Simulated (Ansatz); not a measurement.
Program: Ansatz. Geometries: PBE0-D4/def2-TZVP. ΔE: electronic, gas phase. CCSD(T)/CBS is the MP2 limit (def2-TZVPP, def2-QZVPP) plus CCSD(T) − MP2 in def2-TZVPP, frozen cores. Functionals use def2-TZVPP. For Ge, Se outer-core shells are correlated without core-valence functions, which leaves a few kJ/mol of doubt a bond. Scalar relativity is left out up to krypton. One conformer a species, not always the lowest.

`[SiH3][SiH2][GeH2][GeH2][GeH2][SiH3]` + `B[SeH]` → `B[Se][SiH2][SiH3]` + `[SiH3][GeH2][GeH2][GeH3]`  (cleavage of the Si–Ge bond)

`[SiH3][SiH2][GeH2][GeH2][GeH2][SiH3]`:

Z-matrix (Å, degrees):
```
Si
Si 1 2.338
H 1 1.488 2 110.2
H 1 1.487 2 109.8 3 119.9
H 1 1.487 2 110.9 3 -120.0
Ge 2 2.383 1 112.4 3 -175.6
H 2 1.490 1 108.4 3 -54.6
H 2 1.490 1 109.7 3 63.0
Ge 6 2.427 2 111.0 1 -81.1
H 6 1.540 2 109.7 1 39.6
H 6 1.541 2 109.9 1 157.7
Ge 9 2.426 6 110.0 2 51.5
H 9 1.541 6 109.7 2 172.1
H 9 1.540 6 109.2 2 -69.7
Si 12 2.379 9 109.3 6 52.2
H 12 1.540 9 108.4 6 -68.4
H 12 1.540 9 110.4 6 173.8
H 15 1.487 12 109.2 9 73.1
H 15 1.487 12 109.6 9 -45.5
H 15 1.486 12 111.7 9 -166.2
```

`B[SeH]`:

Z-matrix (Å, degrees):
```
B
Se 1 1.899
H 1 1.189 2 121.0
H 1 1.191 2 115.7 3 180.0
H 2 1.470 1 97.7 3 0.0
```

`B[Se][SiH2][SiH3]`:

Z-matrix (Å, degrees):
```
Si
Se 1 2.304
Si 1 2.336 2 109.0
H 1 1.487 2 106.3 3 119.9
H 1 1.486 2 109.0 3 -122.9
B 2 1.908 1 98.0 3 66.8
H 3 1.487 1 108.8 2 61.2
H 3 1.486 1 109.3 2 -58.0
H 3 1.488 1 111.1 2 -178.6
H 6 1.192 2 121.1 1 0.2
H 6 1.191 2 116.5 1 -180.0
```

`[SiH3][GeH2][GeH2][GeH3]`:

```xyz
14

Si   -2.097    0.817    0.891
Ge   -0.340    1.558   -0.530
Ge    0.911   -0.352   -1.351
Ge    1.655   -1.710    0.512
H    -2.906    1.958    1.392
H    -2.985   -0.114    0.145
H    -1.516    0.091    2.052
H     0.617    2.472    0.258
H    -0.905    2.370   -1.710
H     2.124    0.115   -2.179
H     0.008   -1.197   -2.269
H     2.467   -0.850    1.495
H     0.435   -2.279    1.257
H     2.533   -2.879    0.037
```

```json
{"level": "B97M-V", "ΔE (kJ/mol)": "-23.8"}
{"level": "r2SCANh-D4", "ΔE (kJ/mol)": "-23.5"}
{"level": "BHLYP-D4", "ΔE (kJ/mol)": "-24.3"}
{"level": "B2PLYP", "ΔE (kJ/mol)": "-30.2"}
{"level": "r2SCAN", "ΔE (kJ/mol)": "-26.3"}
{"level": "PBE0", "ΔE (kJ/mol)": "-26.9"}
{"level": "r2SCAN0", "ΔE (kJ/mol)": "-27.8"}
{"level": "HF/CBS(def2)", "ΔE (kJ/mol)": "-46.4"}
```

Question: What does CCSD(T)/CBS give? (Estimate.)

Answer: Ansatz gave: -23.9 kJ/mol. The listed levels differ from it by 0.1, 0.4, -0.4, -6.3, -2.4, -3.0, -3.9, -22.5 kJ/mol.

Largest T1 diagnostic among the species: 0.014.

In def2-TZVPP, CCSD(T) changes the Hartree–Fock value by +23.3 kJ/mol (the triples alone add +2.4 kJ/mol) and MP2 by +18.3 kJ/mol. The D4 term adds +11.2 kJ/mol with B3LYP and +7.4 kJ/mol with PBE0; it sums over pairs of atoms, weighted by their polarisabilities, and B3LYP, whose exchange is more repulsive, gets the larger term. At CCSD(T), def2-SVP lies +5.4 kJ/mol from the extrapolated value and def2-TZVPP +2.7 kJ/mol.

B3LYP here is the variant with VWN-RPA as its local correlation; programs differ in this.
